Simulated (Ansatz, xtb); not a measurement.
Two isomers of C6H6N2S

We compare I, `CC(=S)c1ccncn1`, a singlet, with II, `Nc1csc2cc[nH]c12`, a singlet. Both are isolated molecules in the gas phase, relaxed with B3LYP-D3(BJ)/def2-SVP; the shapes shown needn't be the lowest conformers.

I (Å):

| atom | x (Å) | y (Å) | z (Å) |
| --- | --- | --- | --- |
| C | -0.8159 | -1.8313 | -1.3978 |
| C | -1.4245 | -0.4686 | -1.2508 |
| C | -0.7113 | 0.4604 | -0.3195 |
| C | -1.1528 | 1.7683 | -0.0674 |
| C | -0.3958 | 2.5287 | 0.8217 |
| C | 1.0391 | 0.7978 | 1.1110 |
| N | 0.7023 | 2.0523 | 1.4163 |
| N | 0.3924 | -0.0165 | 0.2794 |
| S | -2.7800 | -0.0193 | -2.0531 |
| H | 0.2280 | -1.7428 | -1.7399 |
| H | -0.7558 | -2.3251 | -0.4142 |
| H | -1.3975 | -2.4427 | -2.0970 |
| H | -2.0491 | 2.1520 | -0.5549 |
| H | -0.6839 | 3.5580 | 1.0637 |
| H | 1.9386 | 0.3963 | 1.5929 |

II (Å):

```xyz
15

C    -0.8443   -0.6449   -1.0730
C     0.3566   -1.1143   -1.5569
C     0.7329    0.7747    0.0196
C     0.7932    1.8786    0.9204
C    -0.5205    2.1804    1.2417
C    -0.6111    0.4469   -0.1741
N    -2.1320   -1.0816   -1.4238
N    -1.3684    1.3093    0.5846
S     1.7618   -0.2485   -0.9435
H    -2.7122   -1.2846   -0.6112
H    -2.1203   -1.8972   -2.0300
H     0.5014   -1.9409   -2.2507
H     1.6745    2.3929    1.2954
H    -0.9150    2.9548    1.8959
H    -2.3769    1.3711    0.5778
```

**Question.** Estimate E(II) − E(I) at the level CCSD(T)/def2-SVP + ΔMP2/def2-TZVPP.

**Answer.** Not settled: CCSD(T)/def2-SVP + ΔMP2/def2-TZVPP gives E(II) − E(I) = −3.3 kcal/mol, but this leans on the basis-set step: CCSD(T) alone gives +3.6 kcal/mol.

How the difference moves with the method:

```json
{"level": "GFN2-xTB", "geometry": "GFN2-xTB", "E(II) − E(I) (kcal/mol)": "−9.1", "departure from the last row (kcal/mol)": "−5.8", "job, with rough time for the two": "optimisation, 0.24 s"}
{"level": "HF/STO-3G", "geometry": "GFN2-xTB", "E(II) − E(I) (kcal/mol)": "−16.4", "departure from the last row (kcal/mol)": "−13.1", "job, with rough time for the two": "single point, 0.58 s"}
{"level": "r2SCAN-D4/def2-SVP", "geometry": "GFN2-xTB", "E(II) − E(I) (kcal/mol)": "−4.9", "departure from the last row (kcal/mol)": "−1.6", "job, with rough time for the two": "single point, 6.1 s"}
{"level": "B3LYP-D3(BJ)/def2-SVP", "geometry": "B3LYP-D3(BJ)/def2-SVP", "E(II) − E(I) (kcal/mol)": "+0.9", "departure from the last row (kcal/mol)": "+4.2", "job, with rough time for the two": "optimisation, 47 s"}
{"level": "HF/def2-SVP", "geometry": "B3LYP-D3(BJ)/def2-SVP", "E(II) − E(I) (kcal/mol)": "+8.4", "departure from the last row (kcal/mol)": "+11.7", "job, with rough time for the two": "part of the CCSD(T) run"}
{"level": "MP2/def2-SVP", "geometry": "B3LYP-D3(BJ)/def2-SVP", "E(II) − E(I) (kcal/mol)": "−2.2", "departure from the last row (kcal/mol)": "+1.1", "job, with rough time for the two": "part of the CCSD(T) run"}
{"level": "CCSD(T)/def2-SVP", "geometry": "B3LYP-D3(BJ)/def2-SVP", "E(II) − E(I) (kcal/mol)": "+3.6", "departure from the last row (kcal/mol)": "+6.9", "job, with rough time for the two": "single point"}
{"level": "CCSD(T)/def2-SVP + ΔMP2/def2-TZVPP", "geometry": "B3LYP-D3(BJ)/def2-SVP", "E(II) − E(I) (kcal/mol)": "−3.3", "departure from the last row (kcal/mol)": "", "job, with rough time for the two": "single point, 2.8 min"}
```

As drawn, II has 1 C–N, 3 C∷C, 2 C∷S, 3 N–H in place of 2 C–C, 1 C=S, 2 C∷N, 3 C–H (∷ is an aromatic bond). Structure I has a 6-membered ring (with an aromatic ring), II 2 5-membered rings (with an aromatic ring).

B3LYP-D3(BJ)/def2-SVP, HF/def2-SVP, CCSD(T)/def2-SVP put the two in the other order. The largest departure from CCSD(T)/def2-SVP + ΔMP2/def2-TZVPP is that of HF/STO-3G, 13.1 kcal/mol. The last row adds to CCSD(T) the change of the MP2 difference between the two basis sets, here −6.9 kcal/mol, a large step that makes the value less sure.

With thermal terms from frequencies at re-optimised GFN2-xTB minima (ideal gas, soft modes damped towards free rotors, one conformer each, 298.15 K, 1 atm): the zero-point term adds +1.5 kcal/mol; ΔH is −2.3 and ΔG −0.5 kcal/mol.

The correlated steps freeze 13 core orbitals. Programs: Ansatz 0.2.0, xtb 6.7.1; the last row on 4 threads of Arm Neoverse V1 on a shared host.
